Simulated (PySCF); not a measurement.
C2H6ClGa. Atoms are numbered in the order given.

```xyz
10

Ga     0.0000     0.0000    -0.3356
C     -0.0001     1.8008    -1.1303
H      0.8925     2.3499    -0.7905
H     -0.0079     1.7716    -2.2299
H     -0.8836     2.3563    -0.7776
C      0.0001    -1.8008    -1.1303
H      0.8836    -2.3563    -0.7776
H     -0.8925    -2.3499    -0.7905
H      0.0079    -1.7716    -2.2299
Cl     0.0000     0.0000     1.8566
```
Charge 0, spin multiplicity 1.

Coordinates come from a B3LYP-D3(BJ)/def2-SVP optimisation. The isomer is the one that the SMILES or the coordinates give; other isomers of the formula were not compared.

Computed with B3LYP/pcSseg-1 run with PySCF.

GIAO shieldings, no solvent; atoms alike by connectivity are averaged. δ = σ(ref) − σ: ¹³C against TMS (σ = 181.3 ppm); ¹H against TMS (σ = 31.68 ppm); ³⁵Cl against HCl (σ = 933.3 ppm), references at their B3LYP-D3(BJ)/def2-TZVP geometries, non-relativistic (without spin–orbit terms, shifts of atoms bonded to Cl or Br come out too high).

Computed chemical shifts:
```
nucleus                   atoms  count  δ (ppm)
-------  ----------------------  -----  -------
¹³C                      C2, C6      2      5.1
¹H       H3, H4, H5, H7, H8, H9      6     0.77
³⁵Cl                       Cl10      1    122.3
```
